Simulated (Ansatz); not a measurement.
Coupled-cluster diagnostics for the cluster MgBr₂⁻, Ansatz.

Geometry of the doublet (r2SCAN-D4/def2-TZVPD):

```xyz
3

Mg   -0.060   -0.417    0.744
Br    0.148    2.056    0.674
Br   -0.088   -1.639   -1.418
```

Correlated methods freeze 19 core orbitals; core or outer-core shells of Mg, Br are correlated, in sets that lack core-valence functions. In the quartet, Br2 and Br3 lie 2.90 Å apart (atoms count from 1), so these atoms are partly bonded to each other. The structure comes from a short search, and lower isomers may exist.

Geometry of the charge -1 quartet (r2SCAN-D4/def2-TZVPD):

```xyz
3

Mg   -0.444    1.360    0.523
Br    1.605   -0.325   -0.009
Br   -1.161   -1.035   -0.514
```

Q: Estimate the CCSD(T) correlation energy, the shares of MP2 and (T), T1 and the reference's ⟨S²⟩ for: charge -1, doublet, own geometry in def2-SVPD; charge -1, quartet, own geometry in def2-SVPD; and the rough time on 4 threads of Arm Neoverse V1 on a shared host.

A: 
```tsv
state	basis	correlation (eV)	MP2 share (%)	(T) share (%)	T1	⟨S²⟩ (pure)	wall time
charge -1, doublet, own geometry	def2-SVPD	-14.280	96.9	2.3	0.008	0.75 (0.75)	10 s
charge -1, quartet, own geometry	def2-SVPD	-14.106	96.0	2.5	0.009	3.77 (3.75)	13 s
```
Customary marks for T1 are 0.02 (closed shells), 0.045 (open shells) and about 0.05 (3d metals). T1 stays under 0.02 throughout.
